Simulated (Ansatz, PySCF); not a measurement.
Gas-phase reaction (SMILES): CB(C)F [fluoro(dimethyl)borane] + Cl (HCl) → CB(C)Cl + F (HF); hydrogen chloride cleaves one B-F bond, a model of a ligand-exchange step.

Each molecule is optimised on its own at B3LYP-D3(BJ)/def2-TZVP (Ansatz, an electronic-structure program). Correlated levels leave the core frozen unless marked. No spin-orbit coupling. No relativistic terms. Basis-set limits of correlation are two-point, X^-3; Hartree-Fock from the larger set. The bracket is a focal-point correction in the basis named. Thermal terms are rigid-rotor harmonic-oscillator values from B3LYP-D3(BJ) frequencies (Ansatz or PySCF) at 298.15 K and 1 atm. 1 Eh = 627.5095 kcal/mol.

| species | E, RI-MP2/CBS(aug-cc-pV(T+d)Z,aug-cc-pV(Q+d)Z)+[CCSD(T)-MP2]/aug-cc-pV(T+d)Z (Ansatz) (Eh) | E, PBE0-D4/def2-TZVPD (Ansatz + dftd4) (Eh) | H - E (Eh) |
|---|---|---|---|
| CB(C)F | -204.38178 | -204.44747 | 0.08606 |
| Cl (HCl) | -460.37874 | -460.66608 | 0.01000 |
| CB(C)Cl | -564.34833 | -564.70131 | 0.08494 |
| F (HF) | -100.39388 | -100.39487 | 0.01259 |

Work out ΔE and ΔH at 298.15 K at the first level, then ΔH at the second.


1. ΔE = [(-564.34833) + (-100.39388)] - [(-204.38178) + (-460.37874)] = 0.01831 Eh = 11.5 kcal/mol at RI-MP2/CBS(aug-cc-pV(T+d)Z,aug-cc-pV(Q+d)Z)+[CCSD(T)-MP2]/aug-cc-pV(T+d)Z.
2. The terms H - E add up to 0.00147 Eh, so ΔH = (0.01831 + (0.00147))×627.5095 = 12.4 kcal/mol.
3. At PBE0-D4/def2-TZVPD the same steps give ΔE = 10.9 and ΔH = 11.8 kcal/mol, a shift of -0.6 from the first level.
4. These values are not checked against measurement here, since the tables used lack a sound gas-phase enthalpy of formation for at least one species.
